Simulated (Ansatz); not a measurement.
Molecule: CH6O3Si (charge 0, singlet). 
Geometry from a B3LYP-D3(BJ)/def2-TZVP (Ansatz, a program for electronic structure) optimisation:
```
Si
O 1 1.6421
H 2 0.9609 1 117.48
O 1 1.6431 2 109.41 3 44.58
H 4 0.9603 1 116.71 2 -134.39
O 1 1.6522 2 112.64 3 -70.53
H 6 0.9598 1 118.40 2 -58.83
C 1 1.8510 2 105.67 3 166.34
H 8 1.0912 1 110.81 2 178.03
H 8 1.0913 9 108.25 1 -121.27
H 8 1.0921 9 108.23 10 -116.51
```

Basis-set convergence of Hartree-Fock and CCSD correlation energies (hartree) with Ansatz. Cores are frozen in the correlated levels unless marked. No spin-orbit coupling. Non-relativistic.

```tsv
basis	functions	E(HF)	E(corr, CCSD)
cc-pV(D+d)Z	109	-555.07111	-0.83723
cc-pV(T+d)Z	243	-555.19657	-1.04570
cc-pV(Q+d)Z	464	-555.22314	-1.11598
```

Extrapolating the two largest sets (X = 3 and 4) as X^-3: E(corr) = (64·(-1.11598) - 27·(-1.04570))/37 = -1.1673 Eh, an estimate of the basis-set limit. The largest set recovers 95.6 % of it, the smallest 71.7 %.
